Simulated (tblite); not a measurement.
C5H11F3Si2.
SMILES with atom numbers: `[CH3:1][Si@@H:2]1[SiH2:3][CH2:4][CH2:5][C@@H:6]1[C:7]([F:8])([F:9])[F:10]` (hydrogens: H11, H12, H13 on C1; H14 on Si2; H15, H16 on Si3; H17, H18 on C4; H19, H20 on C5; H21 on C6)

Computed geometry: GFN2-xTB, gas phase.

Problem. List the bond lengths, angles and torsions at this level.

Solution. 
```csv
bond,length (Å)
C1–Si2,1.899
Si2–Si3,2.324
Si3–C4,1.917
C4–C5,1.529
C5–C6,1.532
C6–C7,1.496
"C7–F8, C7–F9, C7–F10",1.348
Si2–C6,1.939
"C1–H11, C1–H12, C1–H13",1.086
Si2–H14,1.472
Si3–H15,1.469
Si3–H16,1.466
C4–H17,1.091
C4–H18,1.089
C5–H19,1.094
C5–H20,1.095
C6–H21,1.094
```

Bonds in one row agree within 0.01 Å and their mean is given. A selection of angles:
```csv
angle,degrees
C1–Si2–Si3,116.4
C1–Si2–C6,111.3
Si3–Si2–C6,92.0
Si2–Si3–C4,93.9
Si3–C4–C5,109.2
C4–C5–C6,110.8
C5–C6–C7,110.7
Si2–C6–C5,109.7
Si2–C6–C7,112.5
C6–C7–F8,113.5
C6–C7–F9,112.3
F8–C7–F9,105.9
```

Torsions: C1–Si2–Si3–C4 -115° (anticlinal); Si2–Si3–C4–C5 27° (synperiplanar); Si3–C4–C5–C6 -52° (synclinal); C4–C5–C6–C7 178° (antiperiplanar); C5–C6–C7–F8 -57° (synclinal); C1–Si2–C6–C5 92° (anticlinal).

Si2 (SiH silicon) has angles from 92.0° to 120.9°. Si3 (SiH2 silicon) has angles from 93.9° to 119.0°. Of the pairs four or more bonds apart, F8···H19 is among the closest relative to their van der Waals radii: 2.53 Å, 95 % of the sum of Bondi's values. The 5-membered ring Si2–Si3–C4–C5–C6 has internal angles of 92.0° to 110.8°; it is puckered, 0.21 Å rms from its mean plane, widest ring torsion 53°. The C–C distances run from 1.496 Å (C6–C7, drawn single) to 1.532 Å (C5–C6, drawn single), a spread of 0.036 Å. The 3 C–Si bonds span 1.899 Å (C1–Si2, drawn single) to 1.939 Å (Si2–C6, drawn single), a spread of 0.040 Å.

Point group: C1 (no symmetry element, even within 0.4 Å). Its GFN2-xTB frequencies are all real (lowest 47 cm⁻¹). One conformer, not necessarily the lowest. 3 starts were optimised and ended at 0.00, 0.00 and 0.17 kcal/mol (GFN2-xTB); the lowest of these is shown.
